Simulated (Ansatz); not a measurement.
Isolated molecules relaxed with PBE0-D4/def2-TZVP in Ansatz; ΔE leaves out vibrations. CBS: MP2 limit from def2 TZ/QZ plus the TZ coupled-cluster correction, frozen cores. This one scheme is used for every species, atoms too. DFT in def2-TZVPP. HSE06 is defined as in plane-wave codes. Open shells (•) are unrestricted, without spin–orbit coupling. Spin–orbit coupling would lower the free atoms: a little for C, O; clearly for Ge. Bonds to Ge are less sure, by a few kJ/mol each and by 10 to 20 or more in all where they break to atoms, as the def2 sets lack core-valence functions. Scalar relativity is left out up to krypton. Each species was taken in one conformer, which may not be the lowest.

`O=C=[N][Ge]([N]=C=O)([N]=C=O)[N]=C=O` → 4 C• + Ge• + 4 N• + 4 O•  (atomization)

```json
{"level": "BLYP-D4", "ΔE (kJ/mol)": "7025.9", "difference from CCSD(T)/CBS": "270.5"}
{"level": "r2SCANh-D4", "ΔE (kJ/mol)": "6752.7", "difference from CCSD(T)/CBS": "-2.7"}
{"level": "HSE06-D4", "ΔE (kJ/mol)": "6916.2", "difference from CCSD(T)/CBS": "160.8"}
{"level": "CAM-B3LYP-D4", "ΔE (kJ/mol)": "6848.5", "difference from CCSD(T)/CBS": "93.1"}
{"level": "PBE", "ΔE (kJ/mol)": "7262.0", "difference from CCSD(T)/CBS": "506.6"}
{"level": "r2SCAN0", "ΔE (kJ/mol)": "6548.5", "difference from CCSD(T)/CBS": "-206.9"}
{"level": "HF/def2-SVP", "ΔE (kJ/mol)": "4172.8", "difference from CCSD(T)/CBS": "-2582.6"}
{"level": "SCS-MP2/def2-TZVPP", "ΔE (kJ/mol)": "6795.2", "difference from CCSD(T)/CBS": "39.8"}
{"level": "SCS-MP2/def2-QZVPP", "ΔE (kJ/mol)": "6956.9", "difference from CCSD(T)/CBS": "201.5"}
{"level": "HF/CBS(def2)", "ΔE (kJ/mol)": "4131.7", "difference from CCSD(T)/CBS": "-2623.7"}
{"level": "CCSD(T)/CBS", "ΔE (kJ/mol)": "6755.4", "difference from CCSD(T)/CBS": "0"}
```

Largest T1 diagnostic among the species: 0.017.

In def2-TZVPP, CCSD(T) changes the Hartree–Fock value by +2405.7 kJ/mol (the triples alone add +239.6 kJ/mol) and MP2 by +2837.0 kJ/mol; breaking electron pairs costs correlation energy, which Hartree–Fock lacks. The D4 term adds +71.1 kJ/mol with B3LYP and +38.9 kJ/mol with PBE0; it sums over pairs of atoms, weighted by their polarisabilities, and B3LYP, whose exchange is more repulsive, gets the larger term.

B3LYP here is the variant with VWN-RPA as its local correlation; programs differ in this.

For atomizations the MP2-based limit and the directly extrapolated one differ by several kJ/mol either way, and by 10 to 25 for some Ge, Se and Sn compounds, so smaller differences from it don't rank the levels.
